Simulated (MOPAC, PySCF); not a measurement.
H4OSi, SMILES `[SiH3]O`, neutral singlet in the gas phase. 

Cartesian coordinates (Å):
SMILES: O[SiH3]
```xyz
6

O      1.1922    -0.4209     0.1755
Si    -0.3865     0.0360     0.0546
H      1.7963    -0.1252    -0.5060
H     -1.0711    -0.5556     1.2263
H     -1.0088    -0.4656    -1.2016
H     -0.5330     1.5175     0.0777
```
Charge 0, spin multiplicity 1.

All levels are single points at this geometry (PBE0-D3(BJ)/def2-TZVP); Pople sets use spherical d functions. Orbital energies aren't observables, and empty levels follow the basis.

PBE/6-31G* in PySCF gives dipole (D) = 1.42.

**Question.** Estimate the dipole (D) from each of these levels: PBE-D3(BJ)/def2-TZVP in PySCF; PBE0-D3(BJ)/def2-TZVP in PySCF; ωB97X-D3(BJ)/def2-TZVP in PySCF; B3LYP/3-21G in PySCF; B3LYP/6-311+G** in PySCF; B3LYP/6-31G* in PySCF; B3LYP/LANL2DZ in PySCF; BP86/6-31G* in PySCF; HF/STO-3G in PySCF; AM1 in MOPAC; PM6 in MOPAC; PM7 in MOPAC.

**Answer.** 
| level | dipole (D) |
|---|---|
| PBE-D3(BJ)/def2-TZVP in PySCF | 1.32 |
| PBE0-D3(BJ)/def2-TZVP in PySCF | 1.36 |
| ωB97X-D3(BJ)/def2-TZVP in PySCF | 1.38 |
| B3LYP/3-21G in PySCF | 1.65 |
| B3LYP/6-311+G** in PySCF | 1.51 |
| B3LYP/6-31G* in PySCF | 1.46 |
| B3LYP/LANL2DZ in PySCF | 1.90 |
| BP86/6-31G* in PySCF | 1.44 |
| HF/STO-3G in PySCF | 1.28 |
| AM1 in MOPAC | 1.33 |
| PM6 in MOPAC | 1.72 |
| PM7 in MOPAC | 1.79 |
